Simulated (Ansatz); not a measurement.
`[SiH3][SiH2][SnH3]` + `BN` → `[SiH3][SiH3]` + `N[BH][SnH3]` at 298.15 K and 1 bar (redistribution).

Computed with Ansatz on PBE0-D4/def2-TZVP structures; ΔE is electronic, products minus reactants. CCSD(T)/CBS is the MP2 limit (def2-TZVPP, def2-QZVPP) plus CCSD(T) − MP2 in def2-TZVPP, frozen cores. This one scheme is used for every species. def2 core potentials past Kr. For Sn outer-core shells are correlated without core-valence functions, which leaves a few kJ/mol of doubt a bond. Each species was taken in one conformer, which may not be the lowest.

```json
{"species": "`[SiH3][SiH2][SnH3]`", "CCSD(T)/CBS energy (Eh)": "-796.96755", "H − E (kJ/mol)": "186.1", "S (J/(mol·K))": "381.5"}
{"species": "`BN`", "CCSD(T)/CBS energy (Eh)": "-81.93499", "H − E (kJ/mol)": "137.2", "S (J/(mol·K))": "228.1"}
{"species": "`[SiH3][SiH3]`", "CCSD(T)/CBS energy (Eh)": "-581.74359", "H − E (kJ/mol)": "143.7", "S (J/(mol·K))": "274.2"}
{"species": "`N[BH][SnH3]`", "CCSD(T)/CBS energy (Eh)": "-297.14394", "H − E (kJ/mol)": "176.1", "S (J/(mol·K))": "322.0"}
```

H − E and S are ideal-gas, rigid-rotor, harmonic terms from PBE0-D4/def2-TZVP, for one conformer and one mirror image of each species. 1 Eh = 2625.50 kJ/mol, R = 8.31446 J/(mol·K).

Q: By hand: ΔE, ΔH, ΔS and ΔG.

A: ΔE = (-581.74359) + (-297.14394) − (-796.96755) − (-81.93499) = 0.01501 Eh = 39.4 kJ/mol. Δ(H − E) = 143.7 + 176.1 − 186.1 − 137.2 = -3.5, so ΔH = 35.9 kJ/mol. ΔS = 274.2 + 322.0 − 381.5 − 228.1 = -13.4 J/(mol·K). ΔG = 35.9 − 298.15 × (-13.4)/1000 = 39.9 kJ/mol.

Q: By hand: the equilibrium constant, and the temperature at which ΔG would vanish if ΔH and ΔS stayed fixed.

A: log₁₀ K = −ΔG/(RT ln 10) = -7.0. ΔH and −TΔS have one sign here, so there is no such temperature.

The number of gas molecules stays the same, so ΔS is small and ΔH decides. A doubt of 5 kJ/mol in ΔE shifts log₁₀ K by 0.9 here. Other conformers and mirror images would add mixing entropy, several J/(mol·K) or more a flexible species. Modes under 60 cm⁻¹, often nearly free rotors, make the harmonic entropy too high. These are equilibria of isolated gas molecules and say nothing of rates. Largest T1 diagnostic: 0.014 (customary marks: 0.02 for closed shells, 0.045 for open ones).
